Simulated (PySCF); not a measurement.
Compound: C6H11ClSi.
Numbering: `[CH2:1]=[C:2]([CH3:3])[Si:4]1([Cl:5])[CH2:6][CH2:7][CH2:8]1`

Structure used (GFN2-xTB), in Å, numbered top down from 1:
```
atom  x, y, z in Å
C1     1.690    1.186    0.597
C2     1.485   -0.016    0.070
C3     2.604   -0.999   -0.094
Si4   -0.241   -0.567   -0.476
Cl5   -0.078   -2.213   -1.663
C6    -1.483    0.763   -1.065
C7    -2.294    0.618    0.239
C8    -1.617   -0.623    0.857
H9     2.667    1.506    0.927
H10    0.892    1.898    0.722
H11    3.548   -0.582    0.250
H12    2.391   -1.906    0.469
H13    2.704   -1.282   -1.140
H14   -2.062    0.476   -1.941
H15   -1.111    1.769   -1.239
H16   -2.167    1.491    0.876
H17   -3.359    0.479    0.065
H18   -1.324   -0.485    1.894
H19   -2.254   -1.504    0.810
```

NICS is the negative of the GIAO shielding at a point without a nucleus: at the ring centre (0) and 1 Å above and below it (1); zz is the component along the ring normal. Level: GIAO PBE0/pcSseg-1 (PySCF, non-relativistic, gas phase) on the GFN2-xTB geometry, one conformer.

Ring bond lengths (Å), with Mayer bond orders in brackets: Si4–C6 1.913 (0.92), C6–C7 1.543 (1.01), C7–C8 1.543 (1.01), C8–Si4 1.916 (0.92).

Question: Give the NICS values of each ring in ppm.

Answer: 
```
        ring                                              type  NICS(0)  NICS(1), two faces  NICS(1)zz, two faces  rms pucker (Å)  centre to ring atoms, mean (Å)
Si4–C6–C7–C8  4-membered ring with Si; formal bonds all single      0.6         -0.6 / -0.7             4.6 / 1.9            0.06                            1.22
```

Question: What can be read from them?

Answer: 
- Si4–C6–C7–C8: mean NICS(1)zz 3.3 ppm, deshielded. Si4, C6, C7, C8 have four or more neighbours; no verdict on aromaticity is drawn.

Question: Give the inner angles of the rings and the Hirshfeld charges of the ring atoms.

Answer: 
- Si4–C6–C7–C8: Si4 76.6° (+0.389 e), C6 90.9° (-0.168 e), C7 100.6° (-0.070 e), C8 90.7° (-0.169 e); sum 358.8° against 360° for a flat convex ring.

Question: How shielded are the nuclei of the rings and their hydrogens (means over atoms taken as equivalent)?

Answer: 
```
   atoms                  environment  σ isotropic (ppm)  principal values of the symmetric part, first atom (ppm)
     Si4       chlorine-bound silicon              323.3                                       282.8, 308.3, 378.9
 C6 (×2)  sp3 carbon bound to silicon              158.6                                       126.3, 171.4, 181.5
      C7    four-membered-ring carbon              169.9                                       162.3, 170.2, 177.2
H14 (×2)           methylene hydrogen              29.70                                          26.1, 28.2, 34.8
H15 (×2)           methylene hydrogen              29.95                                          26.4, 27.7, 35.6
     H16           methylene hydrogen              29.86                                          26.2, 27.7, 35.7
     H17           methylene hydrogen              29.56                                          25.2, 26.9, 36.5
```
